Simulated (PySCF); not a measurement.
CH₈O₂Si₂, SMILES C[Si](O)(O)[SiH3]. Atoms are numbered in the order given.

```xyz
13

Si     1.6928     0.9235    -0.0139
Si    -0.3539    -0.2238     0.0232
C     -1.7475     0.8211    -0.6706
O     -0.2716    -1.6730    -0.8142
O     -0.5949    -0.6289     1.6190
H      2.0382     1.3014    -1.4235
H      2.7994     0.0720     0.5204
H      1.6305     2.1871     0.7866
H     -1.8761     1.7426    -0.0797
H     -2.7043     0.2715    -0.6511
H     -1.5521     1.1219    -1.7139
H     -0.4566    -1.6451    -1.7598
H     -1.2072    -1.3589     1.7763
```

The structure is a stationary point at r2SCAN-D4/def2-SVP. This is a generated structure with no PubChem entry under its InChIKey; it may be hypothetical. Other conformers were not sampled.

Two levels are set side by side: PBE/pcSseg-1 (PySCF) and B3LYP/pcSseg-1 (PySCF). GIAO shifts against H2O (¹⁷O), TMS (²⁹Si), TMS (¹H), TMS (¹³C) at the same level; non-relativistic, no solvent, atoms listed together averaged. Differences are taken from unrounded values.

| quantity | B3LYP |
|---|---|
| δ(²⁹Si) of Si1 (ppm) | -114.4 |
| δ(²⁹Si) of Si2 (ppm) | 12.7 |
| δ(¹³C) of C3 (ppm) | 8.5 |

Question: What does PBE give, and how far is it from B3LYP? (The exact figures need the calculation; the answer reports its results.)

Answer: 
```tsv
quantity	PBE	PBE minus B3LYP
δ(²⁹Si) of Si1 (ppm)	-121.6	-7.2
δ(²⁹Si) of Si2 (ppm)	17.2	4.5
δ(¹³C) of C3 (ppm)	9.3	0.8
```

Rough cost on one machine, each run with all the roots and properties that it gave: B3LYP against PBE within a factor of 2.
